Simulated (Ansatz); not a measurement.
Compare A (`CC#CCCCC`) with its isomer B (`CCC1=CCCC1`).

Isolated molecules relaxed with PBE0-D4/def2-TZVP in Ansatz; ΔE leaves out vibrations. CCSD(T)/CBS adds triple-zeta CCSD(T) − MP2 to the extrapolated MP2 energy (def2 sets, frozen cores). Functionals use def2-TZVPP. B3LYP here is the variant with VWN-RPA as its local correlation; programs differ in this. One conformer a species, not always the lowest.

Q: Which is lower in electronic energy at CCSD(T)/CBS, and by how much? (An estimate is asked.)

A: The calculation gave: B, by 26.5 kcal/mol.

Q: Give E(B) − E(A) in kcal/mol with PBE-D4, B3LYP-D4, MP2/def2-TZVPP, ωB97M-V, PBE0-D4, CCSD(T)/def2-TZVPP, B2PLYP. (Best estimate.)

A: Computed: PBE-D4 -28.2, B3LYP-D4 -25.0, MP2/def2-TZVPP -26.4, ωB97M-V -27.3, PBE0-D4 -30.4, CCSD(T)/def2-TZVPP -26.9, B2PLYP -23.5. None reverses the order clearly.

Largest T1 diagnostic: 0.010.

The D4 term adds −2.6 kcal/mol with B3LYP and −1.3 kcal/mol with PBE0; it sums over pairs of atoms, weighted by their polarisabilities, and B3LYP, whose exchange is more repulsive, gets the larger term. From BLYP to BHLYP (50 % exact exchange), in def2-TZVPP and without D4, E(B) − E(A) moves by −5.5 kcal/mol.
